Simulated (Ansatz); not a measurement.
Breaking the N2–H5 bond in aminoborane (SMILES BN) (multiplicity 1 held, fragments rigid). Energies count from the point at 1.007 Å.
Geometry at that point (charge 0, multiplicity 1):
```xyz
6

B     -0.7760     0.0448    -0.0030
N      0.6093    -0.0352     0.0024
H     -1.4138    -0.9629    -0.0311
H     -1.2939     1.1191     0.0205
H      1.2097     0.7728     0.0253
H      1.1130    -0.9068    -0.0162
```

Restricted levels (R-, RO-) in cc, def2 and unpolarised 6-31G sets keep to the state of the molecule at rest. Active spaces are followed from a long bond inwards. Curves can end on different states.

Correlated levels freeze the cores.

Programs: Ansatz (Gaussian orbitals). Values without a source in brackets are computed.

What is the computed energy at R = 3.222 Å (FIC-MRCISD+Q on CASSCF(2,2)/cc-pVDZ)?

5.35 eV

What is the computed energy at R = 3.222 Å (R-SCS-MP2/cc-pVDZ)?

6.19 eV

Predict the energy at R = 3.222 Å from FIC-NEVPT4(SD) on CASSCF(2,2)/cc-pVDZ.

5.40 eV

Doubts at one or more of the structures used: a restricted determinant that unrestricted orbitals would lower (R-SCS-MP2/cc-pVDZ).

Ansatz is a quantum-chemistry and plane-wave program.
